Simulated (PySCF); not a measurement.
PySCF input for AlH₄, SMILES [AlH4-], charge -1, C-PCM-B3LYP/def2-TZVPD. Geometry optimised at PBE0-D3(BJ)/def2-TZVPD. The isomer is the one that the SMILES or the coordinates give; other isomers of the formula were not compared.

```python
import numpy as np
from pyscf import gto, scf, dft
from pyscf.solvent import pcm

mol = gto.M(
    atom='''
    Al   -0.00000000    0.00000000   -0.00000000
    H     0.95058046    0.95058047    0.95058047
    H    -0.95058047    0.95058046   -0.95058046
    H    -0.95058046   -0.95058047    0.95058047
    H     0.95058047   -0.95058046   -0.95058047
    ''',
    basis='def2-TZVPD',
    charge=-1,
    spin=0,
    max_memory=1600,
    verbose=3,
)
mf = dft.RKS(mol, xc='b3lyp').density_fit(auxbasis='def2-universal-jkfit')
mf.grids.level = 3
mf.conv_tol = 1e-9
mf.max_cycle = 100
mf.kernel()
res = {}
for name, eps in {'water': 78.355, 'diethylether': 4.24, 'dichloromethane': 8.93}.items():
    s = mf.PCM()
    s.with_solvent.method, s.with_solvent.eps, s.with_solvent.lebedev_order = 'C-PCM', eps, 29
    s.kernel(mf.make_rdm1())
    res[name] = (s.e_tot, eps, s.dip_moment(), s.mo_energy, s.converged)
    print(f'{name}: electrostatic solvation free energy {(s.e_tot - mf.e_tot) * 627.509474:.3f} kcal/mol')
```

Output:

```
converged SCF energy = -244.886896769759

WARN: PCM is an experimental feature. It is still in testing.
Features and APIs may be changed in the future.

converged SCF energy = -244.977841261263

WARN: System has nonzero charge -1; the dipole moment is origin-dependent.
Location of origin: [0. 0. 0.]

Dipole moment(X, Y, Z, Debye): -0.00000,  0.00000, -0.00000
water: electrostatic solvation free energy -57.069 kcal/mol

WARN: PCM is an experimental feature. It is still in testing.
Features and APIs may be changed in the future.

converged SCF energy = -244.95700616445

WARN: System has nonzero charge -1; the dipole moment is origin-dependent.
Location of origin: [0. 0. 0.]

Dipole moment(X, Y, Z, Debye): -0.00000,  0.00000, -0.00000
diethylether: electrostatic solvation free energy -43.994 kcal/mol

WARN: PCM is an experimental feature. It is still in testing.
Features and APIs may be changed in the future.

converged SCF energy = -244.968556053301

WARN: System has nonzero charge -1; the dipole moment is origin-dependent.
Location of origin: [0. 0. 0.]

Dipole moment(X, Y, Z, Debye): -0.00000,  0.00000, -0.00000
dichloromethane: electrostatic solvation free energy -51.242 kcal/mol
```

The run converged.

Cost: about 26 core-seconds (a rough figure).
